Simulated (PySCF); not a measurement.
Cl₂FHNTa, SMILES [NH]=[Ta]([F])([Cl])[Cl], multiplicity 1.

Geometry: B3LYP-D3(BJ)/def2-SVP. The spin state was assumed, not searched. The structure was generated by enumeration; whether it is a known compound was not checked. The def2 effective core potentials stand for the cores of Ta; spin–orbit coupling is left out.

The numbers are results of TDDFT-PBE/def2-SVPD run with PySCF, not measurements.

Vertical excitations. Isolated molecule, no solvent. State labels are in the subgroup Cs.

```json
[
 {"state": "S1", "symmetry": "A\"", "energy (eV)": "4.30", "λ (nm)": "288", "f": "0.002", "main pairs": "HOMO→LUMO 90 %"},
 {"state": "S2", "symmetry": "A'", "energy (eV)": "4.45", "λ (nm)": "279", "f": "0.002", "main pairs": "HOMO−1→LUMO 81 %, HOMO→LUMO+1 18 %"},
 {"state": "S3", "symmetry": "A'", "energy (eV)": "4.51", "λ (nm)": "275", "f": "0.010", "main pairs": "HOMO→LUMO+1 79 %, HOMO−1→LUMO 16 %"},
 {"state": "S4", "symmetry": "A\"", "energy (eV)": "4.54", "λ (nm)": "273", "f": "0.002", "main pairs": "HOMO−1→LUMO+1 90 %"},
 {"state": "S5", "symmetry": "A'", "energy (eV)": "5.53", "λ (nm)": "224", "f": "0.003", "main pairs": "HOMO−2→LUMO+1 75 %, HOMO−3→LUMO 22 %"},
 {"state": "S6", "symmetry": "A\"", "energy (eV)": "5.59", "λ (nm)": "222", "f": "0.011", "main pairs": "HOMO−2→LUMO 61 %, HOMO−3→LUMO+1 32 %"},
 {"state": "S7", "symmetry": "A'", "energy (eV)": "5.61", "λ (nm)": "221", "f": "0.002", "main pairs": "HOMO−3→LUMO 75 %, HOMO−2→LUMO+1 20 %"},
 {"state": "S8", "symmetry": "A\"", "energy (eV)": "5.74", "λ (nm)": "216", "f": "0.000", "main pairs": "HOMO→LUMO+2 69 %, HOMO−3→LUMO+1 25 %"},
 {"state": "S9", "symmetry": "A\"", "energy (eV)": "5.87", "λ (nm)": "211", "f": "0.005", "main pairs": "HOMO−4→LUMO 81 %"},
 {"state": "S10", "symmetry": "A'", "energy (eV)": "5.89", "λ (nm)": "211", "f": "0.015", "main pairs": "HOMO−1→LUMO+2 90 %"},
 {"state": "T1", "symmetry": "A'", "energy (eV)": "4.06", "λ (nm)": "305", "f": "0", "main pairs": "HOMO−1→LUMO 81 %, HOMO→LUMO+1 15 %"},
 {"state": "T2", "symmetry": "A\"", "energy (eV)": "4.09", "λ (nm)": "303", "f": "0", "main pairs": "HOMO→LUMO 96 %"},
 {"state": "T3", "symmetry": "A'", "energy (eV)": "4.21", "λ (nm)": "295", "f": "0", "main pairs": "HOMO→LUMO+1 81 %, HOMO−1→LUMO 16 %"},
 {"state": "T4", "symmetry": "A\"", "energy (eV)": "4.32", "λ (nm)": "287", "f": "0", "main pairs": "HOMO−1→LUMO+1 96 %"}
]
```
Triplets are in the Tamm–Dancoff approximation, which puts them higher than full response would, so one can lie above its singlet here.
